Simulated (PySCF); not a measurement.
**Electron correlation in Cd⁺ (cadmium, charge +1)**

[Kr] 4d9 5s2, 2D determinant (an excited configuration). Calculation: PySCF 2.14, in x2c-TZVPPall (8s6p6d2f1g, 79 functions); scalar relativity by spin-free X2C-1e. Frozen: [Ar] 3d10; 19 electrons correlated.

| level | correlation energy (mhartree) |
| --- | --- |
| CCSD | -634.28 |
| (T) | -16.33 |
| CCSD(T) | -650.61 |

Diagnostics: T1 = 0.0095, D1 = 0.0388, largest double amplitude 0.077.

Cost of the coupled-cluster step: of the order of 50 core-seconds, for 19 correlated electrons.

Iterations:

```
CC2 = 0
CCSD nocc = (np.int64(10), np.int64(9)), nmo = (65, 65)
frozen orbitals [[0, 1, 2, 3, 4, 5, 6, 7, 8, 9, 10, 11, 12, 13], [0, 1, 2, 3, 4, 5, 6, 7, 8, 9, 10, 11, 12, 13]]
max_cycle = 100
direct = 0
conv_tol = 1e-08
conv_tol_normt = 1e-06
diis_space = 8
diis_start_cycle = 0
Init t2, MP2 energy = -0.657108208890752
Init E_corr(UCCSD) = -0.657108208891328
cycle = 1  E_corr(UCCSD) = -0.62085063542456  dE = 0.0362575735  norm(t1,t2) = 0.0680343
cycle = 2  E_corr(UCCSD) = -0.634378245472471  dE = -0.01352761  norm(t1,t2) = 0.017184
cycle = 3  E_corr(UCCSD) = -0.633465445659016  dE = 0.000912799813  norm(t1,t2) = 0.00658922
cycle = 4  E_corr(UCCSD) = -0.634268939234325  dE = -0.000803493575  norm(t1,t2) = 0.00226957
cycle = 5  E_corr(UCCSD) = -0.634299418126331  dE = -3.0478892e-05  norm(t1,t2) = 0.000542976
cycle = 6  E_corr(UCCSD) = -0.634265820086044  dE = 3.35980403e-05  norm(t1,t2) = 0.000324842
cycle = 7  E_corr(UCCSD) = -0.634277892458482  dE = -1.20723724e-05  norm(t1,t2) = 0.000119375
cycle = 8  E_corr(UCCSD) = -0.634278698127885  dE = -8.05669403e-07  norm(t1,t2) = 0.000208576
cycle = 9  E_corr(UCCSD) = -0.634280984623455  dE = -2.28649557e-06  norm(t1,t2) = 5.41783e-05
cycle = 10  E_corr(UCCSD) = -0.634278210977298  dE = 2.77364616e-06  norm(t1,t2) = 1.36726e-05
cycle = 11  E_corr(UCCSD) = -0.634278446969912  dE = -2.35992614e-07  norm(t1,t2) = 4.57586e-06
cycle = 12  E_corr(UCCSD) = -0.634278386924946  dE = 6.00449657e-08  norm(t1,t2) = 1.47146e-06
cycle = 13  E_corr(UCCSD) = -0.634278442967585  dE = -5.60426392e-08  norm(t1,t2) = 4.31932e-07
cycle = 14  E_corr(UCCSD) = -0.63427843716598  dE = 5.80160542e-09  norm(t1,t2) = 1.32855e-07
UCCSD converged
E(UCCSD) = -5591.351394276449  E_corr = -0.6342784371659799
UCCSD(T) correction = -0.0163266623820284
```

This basis was not built for core-valence correlation, so the inner-shell part is incomplete.
